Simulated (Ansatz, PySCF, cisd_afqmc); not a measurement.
System: BH3, charge 0, singlet. BH3 (SMILES B).
B3LYP-D3(BJ)/def2-TZVP minimum from Ansatz (a program for electronic structure):
```xyz
4

B      0.0000     0.0000     0.0000
H     -1.1494    -0.1057    -0.2868
H      0.4289    -0.5640     0.9553
H      0.7205     0.6696    -0.6685
```

Atomisation energy term by term, kcal/mol (programs: Ansatz, cisd_afqmc). UHF or UKS for unpaired electrons; spin-orbit terms are left out. Cores are frozen in correlated methods. Rows without X2C or -DK are non-relativistic. AFQMC is phaseless with a CISD trial state; ± is one standard error, without the phaseless bias. Outlying blocks are dropped, and bars are widened where a walk drifts. Over all cases where full CI ran beside it in this data, AFQMC minus full CI had a median of +0.1 mEh and passed +0.4 mEh in a tenth of the cases. CBS(X,Y): correlation extrapolated as X^-3, Hartree-Fock from the larger set (Q,5: extrapolated as (X+1)exp(-9√X)). A bracket is a step between two methods taken in the basis named. 'core' is core correlation in cc-pwCVTZ, 'X2C' scalar relativity in cc-pVTZ-DK, both at CCSD(T). Full CI freezes restricted core orbitals, also for open shells; the composite that ends in it estimates full CI at the basis-set limit. For partners of very few electrons the exact lower level stands in for a higher one.

```csv
term,basis,kcal/mol
Hartree-Fock,"CBS(cc-pVQZ,cc-pV5Z)",231.84
CCSD correlation,"CBS(cc-pVQZ,cc-pV5Z)",47.43
(T),"CBS(cc-pVQZ,cc-pV5Z)",0.88
CCSDT(Q) - CCSD(T),cc-pVQZ,0.02
FCI - CCSDT(Q),cc-pVDZ,0.01
core correlation,cc-pwCVTZ,1.00
scalar relativity,"X2C, cc-pVTZ-DK",-0.08
minus zero-point energy,Hessian by PySCF at B3LYP-D3(BJ)/def2-TZVP,-16.47
sum: D0,,264.6
```

The step beyond CCSD(T) by other levels: FCI in cc-pVDZ 0.03; CCSDTQ in cc-pVDZ 0.02; AFQMC/CISD in cc-pVDZ 0.10 ± 0.06; CCSDT(Q) in cc-pVDZ 0.01; AFQMC/CISD in cc-pVTZ 0.13 ± 0.06; CCSDT(Q) in cc-pVTZ 0.02; AFQMC/CISD in cc-pVQZ 0.02 ± 0.03 kcal/mol.
